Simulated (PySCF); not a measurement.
Radial density of Eu⁺ (europium, charge +1)

BHandHLYP, [Xe] 4f6 6s1 6p1, one real determinant (an excited configuration). Computed with PySCF 2.14 in x2c-TZVPPall (11s7p7d4f2g, 113 functions), with the spin-free X2C one-electron Hamiltonian (Gaussian nucleus).

| r (bohr) | 4πr²ρ (e/bohr) | 4πr²(ρα − ρβ) |
| --- | --- | --- |
| 0.0262 | 74.22 | 0.0066 |
| 0.0441 | 88.38 | 0.0147 |
| 0.0742 | 110.2 | 0.0087 |
| 0.125 | 82.57 | 0.0876 |
| 0.210 | 95.89 | 0.9559 |
| 0.353 | 40.81 | 4.2750 |
| 0.594 | 45.33 | 7.1910 |
| 0.998 | 15.26 | 4.3301 |
| 1.68 | 6.499 | 0.9603 |
| 2.82 | 0.9955 | 0.4848 |
| 4.75 | 0.4128 | 0.4109 |
| 7.99 | 0.02090 | 0.0209 |
| 13.4 | 0.0001315 | 0.0001 |

Densities and radii are taken from the X2C orbitals without a picture-change correction, which distorts them close to the nucleus.

⟨L²⟩ = 15.90 against 20 for a pure G term, so this real determinant mixes terms. Spin-orbit coupling, absent here, splits the open shell strongly. The s, p, d and f populations moved away from the nominal configuration during the SCF.
